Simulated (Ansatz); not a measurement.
Species: CdCl2, net charge 0, singlet state. 
Structure (B3LYP-D3(BJ)/def2-TZVP (Ansatz, a quantum-chemistry and plane-wave program) minimum search):
```xyz
3

Cd     0.0000     0.0000     0.0000
Cl     0.0000     0.0000    -2.2851
Cl     0.0000     0.0000     2.2851
```
Charge 0, spin multiplicity 1.

Computed values are from Ansatz. Cores are frozen in the correlated levels unless marked. Open shells are spin-unrestricted. No spin-orbit coupling. The frozen core is the preceding noble-gas configuration, with the filled d and f shells of earlier blocks. Past Kr the def2 sets carry scalar-relativistic core potentials. CBS marks a two-point X^-3 extrapolation of the correlation energy; Hartree-Fock from the larger set. The bracket is a focal-point correction in the basis named.

```
Item                                                                                                                 Result
-------------------------------------------  ------------------------------------------------------------------------------
atomisation energy De                         564.9 kJ/mol at RI-MP2/CBS(def2-TZVPPD,def2-QZVPPD)+[CCSD(T)-MP2]/def2-TZVPPD
vertical ionisation energy (to the doublet)       11.63 eV at RI-MP2/CBS(def2-TZVPPD,def2-QZVPPD)+[CCSD(T)-MP2]/def2-TZVPPD
total energy                                 -1087.0111 Eh at RI-MP2/CBS(def2-TZVPPD,def2-QZVPPD)+[CCSD(T)-MP2]/def2-TZVPPD
dipole moment                                                                                   0.00 D at CCSD(T)/def2-SVPD
T1 diagnostic                                                                                     0.013 at CCSD/def2-TZVPPD
```
